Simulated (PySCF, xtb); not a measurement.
ClGeH5SSi, SMILES Cl[SiH2][S][GeH3].

xtb 6.7.1 with GFN2-xTB at its own geometry gives an orbital gap of 4.32 eV and a dipole moment of 1.81 D.

Geometry optimised at B3LYP-D3(BJ)/def2-SVP. This is a generated structure with no PubChem entry under its InChIKey; it may be hypothetical. The values are those of a single conformer.

### Question
What does HF/def2-TZVP in PySCF give? (The exact figures need the calculation; the answer reports its results.)

### Answer
gap 13.19 eV (levels -10.38 and 2.80 eV), dipole 1.36 D.
